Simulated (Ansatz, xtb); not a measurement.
A geometry optimisation of GaH3N2 with r2SCAN-D4/def2-SVP

The starting geometry of this gas-phase singlet has its atoms placed at random.

```xyz
6

Ga    0.1871   -0.9534    0.2589
N     1.2331    0.5538    0.6036
N    -0.7320    1.1019    0.5833
H    -1.7313   -1.1774    0.3871
H    -0.8381   -1.4978    1.0442
H     1.7492   -1.0339   -0.4451
```

Task: One run relaxed it with r2SCAN-D4/def2-SVP. What is a likely outcome?

Result: It ends as a structure given below by its coordinates. Distances that change by over a tenth: Ga1–N2 (1.87 → 2.34 Å), Ga1–N3 (2.27 → 3.44 Å), Ga1–H5 (1.40 → 1.57 Å). Contacts that close: Ga1–H4 (1.94 → 1.57 Å), N2–N3 (2.04 → 1.10 Å).

The energy falls by 12.96 eV over 25 steps:

```tsv
step	E − E(last) (eV)
1	12.959
4	4.729
6	2.606
9	0.528
12	0.206
14	0.176
17	0.087
20	0.033
22	0.000
25	0.000
```

Final geometry (Å):

```xyz
6

Ga   -0.0984   -1.3988    0.2148
N     0.0954    0.8820    0.6991
N     0.1873    1.9569    0.9271
H    -1.4417   -1.2076   -0.5652
H    -0.1301   -1.8046    1.7259
H     1.2554   -1.4347   -0.5696
```

From the same start GFN2-xTB ends elsewhere, in pieces: GaHN2 + H2.

From so rough a start the end depends on the optimiser's path, so another program may land elsewhere. The end wasn't checked by frequencies. Run with Ansatz 0.2.0, 22 s on 2 threads of Intel(R) Xeon(R) 6975P-C (Granite Rapids), with other jobs on the host.
